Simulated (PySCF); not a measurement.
O₃ (SMILES O=[O+][O-]), singlet, geometry from GFN2-xTB; PySCF with PBE/STO-3G.

The PySCF input:
```python
from pyscf import gto, scf, dft

mol = gto.M(
    atom='''
O    -0.06945708    1.07326302   -0.18881454
O     0.00362457   -0.00592030    0.40975419
O     0.06583251   -1.06734272   -0.22093965
''',
    basis='sto-3g',
    verbose=4,
    symmetry=True,
)

mf = dft.RKS(mol)
mf.xc = 'pbe'
mf.kernel()
mf.analyze()
```

Write the output that PySCF gives for this input, abridged.


```
PySCF version 2.14.0

[INPUT] verbose = 4
[INPUT] num. atoms = 3
[INPUT] num. electrons = 24
[INPUT] charge = 0
[INPUT] spin (= nelec alpha-beta = 2S) = 0
[INPUT] symmetry True subgroup None
[INPUT] Mole.unit = angstrom
[INPUT] Symbol           X                Y                Z      unit          X                Y                Z       unit  Magmom
[INPUT]  1 O     -0.069457080000   1.073263020000  -0.188814540000 AA   -0.131254858612   2.028173167424  -0.356807768936 Bohr   0.0
[INPUT]  2 O      0.003624570000  -0.005920300000   0.409754190000 AA    0.006849444619  -0.011187745575   0.774323197493 Bohr   0.0
[INPUT]  3 O      0.065832510000  -1.067342720000  -0.220939650000 AA    0.124405413993  -2.016985421848  -0.417515428557 Bohr   0.0

nuclear repulsion = 70.5794798051943
point group symmetry = C2v
symmetry origin: [-4.62592927e-18  0.00000000e+00  1.85037171e-17]
symmetry axis x: [-0.99797    -0.06319203  0.00791474]
symmetry axis y: [ 0.06306862 -0.99789682 -0.01497592]
symmetry axis z: [ 0.00884445 -0.01444635  0.99985653]
num. orbitals of irrep A1 = 7
num. orbitals of irrep A2 = 1
num. orbitals of irrep B1 = 2
num. orbitals of irrep B2 = 5
number of shells = 9
number of NR pGTOs = 45
number of NR cGTOs = 15
basis = sto-3g
ecp = {}

******** <class 'pyscf.dft.rks_symm.SymAdaptedRKS'> ********
method = SymAdaptedRKS
initial guess = minao
damping factor = 0
level_shift factor = 0
DIIS = <class 'pyscf.scf.diis.CDIIS'>
diis_start_cycle = 1
diis_space = 8
diis_damp = 0
SCF conv_tol = 1e-09
SCF conv_tol_grad = None
SCF max_cycles = 50
direct_scf = True
direct_scf_tol = 1e-13
XC library pyscf.dft.libxc version 7.1.2
    S. Lehtola, C. Steigemann, M. J. T. Oliveira, and M. A. L. Marques,  SoftwareX 7, 1–5 (2018)
XC functionals = pbe
    J. P. Perdew, K. Burke, and M. Ernzerhof,  Phys. Rev. Lett. 77, 3865 (1996)
    J. P. Perdew, K. Burke, and M. Ernzerhof,  Phys. Rev. Lett. 78, 1396 (1997)
    J. P. Perdew, K. Burke, and M. Ernzerhof,  Phys. Rev. Lett. 77, 3865 (1996)
    J. P. Perdew, K. Burke, and M. Ernzerhof,  Phys. Rev. Lett. 78, 1396 (1997)
radial grids:
    Treutler-Ahlrichs [JCP 102, 346 (1995); DOI:10.1063/1.469408] (M4) radial grids

becke partition: Becke, JCP 88, 2547 (1988); DOI:10.1063/1.454033
pruning grids: <function nwchem_prune>
grids dens level: 3
symmetrized grids: True
atomic radii adjust function: <function treutler_atomic_radii_adjust>
small_rho_cutoff = 0
Freeze 0 electrons in irreps []
    24 free electrons in irreps A1 A2 B1 B2
Set gradient conv threshold to 3.16228e-05
Initial guess from minao.
tot grids = 42248
init E= -222.839867266247
HOMO (A1) = -0.240297032366031  LUMO (B1) = -0.1345735705716  gap/eV = 2.87688
cycle= 1 E= -221.97680236889  delta_E= 0.863  |g|= 0.772  |ddm|= 2.94
HOMO (B2) = -0.0558325155525745  LUMO (B1) = -0.0353569165482241  gap/eV = 0.55717
cycle= 2 E= -221.677560239515  delta_E= 0.299  |g|= 1.19  |ddm|= 2.21
HOMO (A1) = -0.0911252644458952  LUMO (B1) = -0.0398837118112691  gap/eV = 1.39435
cycle= 3 E= -222.128684613976  delta_E= -0.451  |g|= 0.0899  |ddm|= 1.55
HOMO (A1) = -0.0932158116063631  LUMO (B1) = -0.0443675785210277  gap/eV = 1.32923
cycle= 4 E= -222.13076656597  delta_E= -0.00208  |g|= 0.00501  |ddm|= 0.0845
HOMO (A1) = -0.0937018740574728  LUMO (B1) = -0.045085997583812  gap/eV = 1.32291
cycle= 5 E= -222.130773619477  delta_E= -7.05e-06  |g|= 0.00126  |ddm|= 0.00722
HOMO (A1) = -0.0936675568506598  LUMO (B1) = -0.0450933351930605  gap/eV = 1.32177
cycle= 6 E= -222.130774029949  delta_E= -4.1e-07  |g|= 1.18e-05  |ddm|= 0.00114
HOMO (A1) = -0.0936667717072283  LUMO (B1) = -0.0450924412504588  gap/eV = 1.32177
cycle= 7 E= -222.130774030023  delta_E= -7.37e-11  |g|= 1.45e-06  |ddm|= 3.3e-05
HOMO (A1) = -0.0936667741043006  LUMO (B1) = -0.0450924918843986  gap/eV = 1.32177
Extra cycle  E= -222.130774030021  delta_E= 1.36e-12  |g|= 3.03e-06  |ddm|= 4.83e-06
converged SCF energy = -222.130774030021
**** SCF Summaries ****
Total Energy =                        -222.130774030021257
Nuclear Repulsion Energy =              70.579479805194254
One-electron Energy =                 -446.736864819827701
Two-electron Energy =                  154.026610984612205
Two-electron Coulomb Energy =          179.531552181994186
DFT Exchange-Correlation Energy =      -25.504941197381996
HOMO-LUMO gap [eV] =                     1.321773544130176
Wave-function symmetry = A1
occupancy for each irrep:     A1   A2   B1   B2
                               6    1    1    4
**** MO energy ****
MO #1 (A1 #1), energy= -18.8374012900475 occ= 2
MO #2 (B2 #1), energy= -18.5512968111002 occ= 2
MO #3 (A1 #2), energy= -18.5512290470606 occ= 2
MO #4 (A1 #3), energy= -1.20702760394615 occ= 2
MO #5 (B2 #2), energy= -0.925481620593345 occ= 2
MO #6 (A1 #4), energy= -0.569404084579816 occ= 2
MO #7 (B1 #1), energy= -0.433001538651309 occ= 2
MO #8 (A1 #5), energy= -0.394356568289266 occ= 2
MO #9 (B2 #3), energy= -0.391350638426544 occ= 2
MO #10 (A2 #1), energy= -0.167938814832143 occ= 2
MO #11 (B2 #4), energy= -0.120008885709261 occ= 2
MO #12 (A1 #6), energy= -0.0936667741043006 occ= 2
MO #13 (B1 #2), energy= -0.0450924918843986 occ= 0
MO #14 (A1 #7), energy= 0.224836699790847 occ= 0
MO #15 (B2 #5), energy= 0.346100351187149 occ= 0
 ** Mulliken pop on meta-lowdin orthogonal AOs  **
 ** Mulliken pop  **
pop of  0 O 1s            1.99994
pop of  0 O 2s            1.89513
pop of  0 O 2px           1.29109
pop of  0 O 2py           1.16997
pop of  0 O 2pz           1.75072
pop of  1 O 1s            1.99989
pop of  1 O 2s            1.73188
pop of  1 O 2px           1.41487
pop of  1 O 2py           1.09342
pop of  1 O 2pz           1.54625
pop of  2 O 1s            1.99994
pop of  2 O 2s            1.89513
pop of  2 O 2px           1.29194
pop of  2 O 2py           1.19182
pop of  2 O 2pz           1.72803
 ** Mulliken atomic charges  **
charge of    0O =     -0.10685
charge of    1O =      0.21370
charge of    2O =     -0.10685
Dipole moment(X, Y, Z, Debye):  0.00279, -0.00455,  0.31494
```
